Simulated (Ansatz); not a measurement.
A single point on `CO[CH2][SnH2][SiH2][GaH][GaH2]`.

```yaml
crystal:
  periodic: [false, false, false]
  atoms:
    - {symbol: C, position_ang: [-1.650220, -1.020673, 0.513536]}
    - {symbol: O, position_ang: [-0.402220, -0.750234, 1.119245]}
    - {symbol: C, position_ang: [0.699375, -1.441659, 0.524006]}
    - {symbol: Sn, position_ang: [1.140160, -0.892746, -1.563976]}
    - {symbol: Si, position_ang: [0.215239, 1.468020, -1.968818]}
    - {symbol: Ga, position_ang: [0.416074, 2.573564, 0.191228]}
    - {symbol: Ga, position_ang: [-0.080373, 1.108857, 2.121767]}
    - {symbol: H, position_ang: [-1.670129, -0.656181, -0.520457]}
    - {symbol: H, position_ang: [-2.411512, -0.505868, 1.096964]}
    - {symbol: H, position_ang: [-1.840687, -2.097626, 0.522528]}
    - {symbol: H, position_ang: [1.566192, -1.201159, 1.139276]}
    - {symbol: H, position_ang: [0.513279, -2.517350, 0.602359]}
    - {symbol: H, position_ang: [2.845434, -1.008198, -1.667068]}
    - {symbol: H, position_ang: [0.484035, -2.125163, -2.559260]}
    - {symbol: H, position_ang: [0.828474, 2.020446, -3.211061]}
    - {symbol: H, position_ang: [-1.228579, 1.213150, -2.272705]}
    - {symbol: H, position_ang: [0.927877, 4.068829, 0.164558]}
    - {symbol: H, position_ang: [-1.506247, 1.161631, 2.798513]}
    - {symbol: H, position_ang: [1.153828, 0.602371, 2.969375]}
basis:
  gaussian: {orbitals: def2-TZVPP}
hamiltonian: {xc: pbe}
correlation: {method: rpa}
```

```sh
$ ansatz run in.yaml --threads 4 --pin off --events-out ev --progress --plain --max-ram 66560MiB --backend cuda --devices 0, --max-vram 37GiB
```

It prints (some lines left out):

```
Functional definition: PBE
2844 factors; integrals over basis functions are off by at most 1.1e-3 eV
mean field evaluation 1: about -122745.1677 eV, gradient 8.0e1 eV
mean field evaluation 2: about -122745.1467 eV, gradient 8.0e1 eV
mean field evaluation 4: about -122748.1438 eV, gradient 6.6e1 eV
mean field evaluation 8: about -122757.3847 eV, gradient 6.5e-1 eV
mean field evaluation 16: about -122757.3850 eV, gradient 2.1e-3 eV
mean field -122757.38498956 eV, -4511.2506904222 hartree, gradient 5.9e-6 eV, S^2 0.000000; 0 other end points of the search recorded, 0 dependent functions left out
30 core orbitals not correlated: weight in the atoms' cores, before any rotation towards them, 1.000 or more for the frozen orbitals, at most 0.000 for the correlated occupied ones
reference -122621.53465950 eV, -4506.2582828752 hartree; 35, 35 occupied and 384, 384 virtual orbitals, 2844 factors
Total energy: -122688.22519816 eV, -4508.7091149666 hartree
```

It took 8 s on 4 threads of an AMD EPYC 7R13 on a shared host and a share of an NVIDIA H100 80 GB, with 2.3 GiB of host memory at the peak.
